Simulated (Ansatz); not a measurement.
F3GeHSe, SMILES [Ge]([F])([SeH])([F])[F].

Geometry: B3LYP-D3(BJ)/def2-SVP. The structure was generated by enumeration, and PubChem lists no compound with its InChIKey, so it may never have been made. One conformer was computed; it need not be the lowest.

Two levels are set side by side: PBE/def2-SVPD (Ansatz, an electronic-structure program) and PBE0/def2-SVPD (Ansatz). Energy differences of separate SCF runs at the same geometry; the states with an electron removed or added have multiplicity 2 and 2. Differences are taken from unrounded values.

```csv
quantity,PBE0
vertical ionisation energy (eV),10.79
vertical electron affinity (eV),0.34
vertical singlet–triplet gap (eV),4.49
```

What does PBE give, and how far is it from PBE0? (The exact figures need the calculation; the answer reports its results.)


```tsv
quantity	PBE	PBE minus PBE0
vertical ionisation energy (eV)	10.64	-0.15
vertical electron affinity (eV)	0.50	0.15
vertical singlet–triplet gap (eV)	4.35	-0.14
```
